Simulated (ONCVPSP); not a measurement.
**What one change does to a pseudopotential (S (Z = 16), ONCV)**

```
Element                 : S
Generator               : ONCVPSP 4.0.1
Type                    : optimised norm-conserving Vanderbilt (ONCV)
Functional              : PBE
Relativity              : scalar-relativistic
Frozen core             : [He]
Valence charge          : 14
Reference configuration : 2s2 2p6 3s2 3p4
Partial waves           : 2s+3s: rc 0.80 bohr, ncon 4, nbas 8, qcut 17 1/bohr, 2 projectors; 2p+3p: rc 0.90 bohr, ncon 4, nbas 8, qcut 13.7 1/bohr, 2 projectors; d scattering state at 0.44 Ha: rc 0.80 bohr, ncon 4, nbas 7, qcut 13.9 1/bohr, local
Local potential         : the d channel
Core correction         : polynomial model core, fcfact 0.45
```

Change: all radii but the core radius scaled by about 0.92 (s 0.74, p 0.82, d 0.74 bohr).

Cutoffs: the cutoffs (Ha) at which the residual kinetic energy of the hardest occupied pseudo-wave falls to 1 and 0.1 mHa per electron; they do not see the model core or the augmentation charge, which bear on the density cutoff. Errors are all-electron minus pseudo energies relative to the spin-unpolarised reference configuration.

How do hardness, ghosts and transferability respond?

The potential gets harder (88 Ha and 180 Ha → 129 Ha and 305 Ha); of the 4 tests that both files solve, the error grows in 1 and shrinks in 1 by more than 15 % and 0.3 meV (median size 7.6 → 8.1 meV); neither file shows a bound ghost. A smaller radius makes the pseudo-wave follow the all-electron one further in, where it bends more sharply, so more plane waves are needed.

```csv
quantity,base,changed
"cutoff, loose",88 Ha,129 Ha
"cutoff, tight",180 Ha,305 Ha
loose cutoff by channel,"s 79 Ha, p 88 Ha","s 94 Ha, p 129 Ha"
bound ghosts,none,none
GHOST(+) flags under 300 eV,none,none
"error for 2s2 2p6 3s2 3p3, meV [ΔE 11.77 eV]",+0.5,+0.7
"error for 2s2 2p6 3s2 3p2, meV [ΔE 34.05 eV]",+3.2,+3.7
"error for 2s2 2p6 3s2 3p1, meV [ΔE 68.09 eV]",+12,+13
"error for 2s2 2p5 3s2 3p4, meV [ΔE 173.68 eV]",+1312,+1034
"rms error of d²Exc/dni dnj with the model core, mHa",2.42,2.55
```
